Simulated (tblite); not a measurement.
Record of a relaxation.

C3H6Cl2F2Si2.
Atom-mapped SMILES: `[F:1][CH:2]([F:3])[Si@@H:4]1[CH2:5][C@H:6]1[SiH:7]([Cl:8])[Cl:9]` (hydrogens: H10 on C2; H11 on Si4; H12, H13 on C5; H14 on C6; H15 on Si7)

Computed with GFN2-xTB (tblite), gas phase: L-BFGS steps from a force-field or distance-geometry start until the largest atomic force falls under 0.01 eV/Å. 4 of its 139 geometries are shown.

Step 0: E = -855.5047 eV, largest atomic force 5.272 eV/Å
```
atom  x, y, z in Å  |  force x, y, z in eV/Å
F1      1.859    0.205    1.346    0.237   0.108   0.202
C2      2.149    0.422    0.028    1.248  -0.117   0.951
F3      3.268   -0.333   -0.220   -0.207   0.337   0.053
Si4     0.754   -0.134   -1.032    1.325  -3.767  -0.774
C5     -0.674    0.817   -1.354   -3.423   3.380  -2.156
C6     -1.080    0.893    0.051    0.374  -3.448   1.984
Si7    -1.424   -1.003    1.023   -0.203   2.259  -0.542
Cl8    -2.673   -2.061   -0.190    0.298   0.049   0.106
Cl9    -2.504   -0.530    2.697    0.316  -0.123  -0.312
H10     2.406    1.471   -0.088    0.345   0.367   0.130
H11     0.471   -1.601   -1.046    0.494   0.535   0.033
H12    -0.494    1.789   -1.829   -0.058   0.227   0.292
H13    -1.411    0.361   -2.024    0.161  -0.253   0.393
H14    -0.464    1.433    0.772   -0.279   0.478  -0.460
H15    -0.188   -1.723    1.397   -0.627  -0.032   0.101
```

Step 46: E = -857.9412 eV, largest atomic force 0.566 eV/Å
```
atom  x, y, z in Å  |  force x, y, z in eV/Å
F1      2.678    0.523    1.150   -0.025   0.051  -0.125
C2      2.490    0.638   -0.200    0.078   0.066   0.054
F3      3.594    0.081   -0.770   -0.184  -0.052  -0.036
Si4     0.870   -0.273   -0.733    0.337  -0.453  -0.039
C5     -0.685    0.675   -1.132   -0.029   0.132  -0.063
C6     -0.623    0.167    0.328   -0.050   0.060   0.170
Si7    -1.926   -0.991    1.017   -0.213  -0.173   0.181
Cl8    -3.030   -1.767   -0.487    0.106   0.001   0.022
Cl9    -3.184    0.011    2.252    0.095  -0.035  -0.083
H10     2.523    1.709   -0.440    0.011   0.064   0.069
H11     1.141   -1.590   -1.276    0.024   0.015   0.016
H12    -0.704    1.744   -1.248   -0.040   0.182  -0.087
H13    -1.414    0.184   -1.756   -0.064   0.009  -0.062
H14    -0.419    0.965    1.032    0.028   0.118   0.059
H15    -1.316   -2.068    1.794   -0.073   0.014  -0.076
```

Step 92: E = -857.9921 eV, largest atomic force 0.041 eV/Å
```
atom  x, y, z in Å  |  force x, y, z in eV/Å
F1      2.981    0.440    0.975   -0.015   0.005  -0.037
C2      2.503    0.637   -0.287    0.017  -0.014   0.034
F3      3.454    0.136   -1.125   -0.032   0.016   0.014
Si4     0.850   -0.316   -0.583   -0.012  -0.003  -0.026
C5     -0.644    0.726   -1.026   -0.004  -0.004  -0.008
C6     -0.648    0.217    0.443    0.000  -0.021   0.016
Si7    -1.973   -0.998    1.012   -0.002  -0.020  -0.016
Cl8    -2.730   -1.922   -0.619    0.012   0.014   0.012
Cl9    -3.449   -0.039    1.992   -0.009   0.022  -0.020
H10     2.472    1.723   -0.450    0.002   0.009   0.019
H11     1.092   -1.668   -1.039    0.010  -0.012  -0.014
H12    -0.589    1.800   -1.151    0.013  -0.016   0.013
H13    -1.397    0.297   -1.671   -0.017  -0.003   0.019
H14    -0.478    1.006    1.169    0.020   0.013  -0.010
H15    -1.447   -2.031    1.893    0.017   0.012   0.005
```

Step 138: E = -858.0254 eV, largest atomic force 0.008 eV/Å
```
atom  x, y, z in Å  |  force x, y, z in eV/Å
F1      3.219   -0.089    0.623   -0.005  -0.001  -0.005
C2      2.483    0.575   -0.313    0.004  -0.002  -0.001
F3      3.249    0.591   -1.439   -0.004   0.000   0.003
Si4     0.820   -0.342   -0.652    0.000   0.000  -0.001
C5     -0.654    0.785   -0.927   -0.001   0.000   0.002
C6     -0.583    0.180    0.506    0.001   0.000  -0.001
Si7    -1.984   -0.955    1.050   -0.005   0.004   0.000
Cl8    -2.174   -2.418   -0.332    0.003   0.006   0.005
Cl9    -3.714    0.074    1.134    0.005  -0.002  -0.003
H10     2.396    1.615    0.030   -0.001  -0.001  -0.001
H11     1.016   -1.655   -1.228    0.003  -0.003   0.003
H12    -0.557    1.860   -0.993   -0.005   0.003   0.006
H13    -1.470    0.429   -1.539    0.005  -0.001  -0.006
H14    -0.328    0.913    1.265   -0.001   0.001  -0.001
H15    -1.722   -1.558    2.348    0.002  -0.005   0.000
```

**Question.** Summarise the path.

**Answer.** The energy falls by 58.13 kcal/mol from step 0 to step 138; nine tenths of that is first reached at step 26. It never rises by more than 0.2 meV. The largest force goes from 5.272 to 0.008 eV/Å. Among the bonds Si4–C6 changes most, from 2.364 to 1.893 Å; the atoms move by 1.045 Å rms after alignment.

**Question.** Follow the three bonds and two angles with the largest change from start to end.

**Answer.** 
```csv
step,E above end (kcal/mol),largest force (eV/Å),Si4–C6 (Å),C6–Si7 (Å),Si4–C5 (Å),Si4–C6–Si7 (°),Si4–C5–C6 (°)
0,58.13,5.272,2.364,2.158,1.745,87.1,94.5
6,24.09,1.043,2.139,1.868,1.870,102.1,78.9
12,15.32,0.430,1.904,1.871,1.867,106.5,67.2
18,10.80,0.555,1.890,1.875,1.902,111.0,65.2
24,6.61,0.532,1.907,1.879,1.898,121.4,66.3
30,4.82,0.274,1.891,1.886,1.872,124.8,66.2
36,3.59,0.247,1.889,1.880,1.871,126.7,66.3
42,2.80,0.253,1.896,1.893,1.886,128.4,66.1
48,1.46,0.193,1.892,1.879,1.873,126.7,66.3
54,1.12,0.083,1.891,1.885,1.872,125.4,66.2
60,1.06,0.030,1.892,1.885,1.873,125.6,66.2
66,1.03,0.061,1.892,1.883,1.876,125.3,66.2
72,0.96,0.049,1.892,1.884,1.873,123.8,66.2
78,0.89,0.045,1.891,1.884,1.874,123.3,66.2
84,0.82,0.053,1.892,1.885,1.875,122.6,66.2
90,0.78,0.042,1.893,1.886,1.874,122.5,66.2
96,0.72,0.070,1.892,1.884,1.875,122.8,66.2
102,0.57,0.068,1.891,1.883,1.876,123.2,66.2
108,0.30,0.084,1.889,1.883,1.876,124.2,66.0
114,0.10,0.091,1.893,1.884,1.876,124.0,66.2
120,0.05,0.053,1.893,1.883,1.875,124.2,66.2
126,0.02,0.035,1.892,1.882,1.876,124.2,66.1
132,0.01,0.019,1.893,1.882,1.876,124.0,66.2
138,0.00,0.008,1.893,1.883,1.876,124.2,66.2
```

What follows is the cost of the whole relaxation. The run took 4.3 s wall on one thread of an Intel Xeon at 2.70 GHz, shared host.
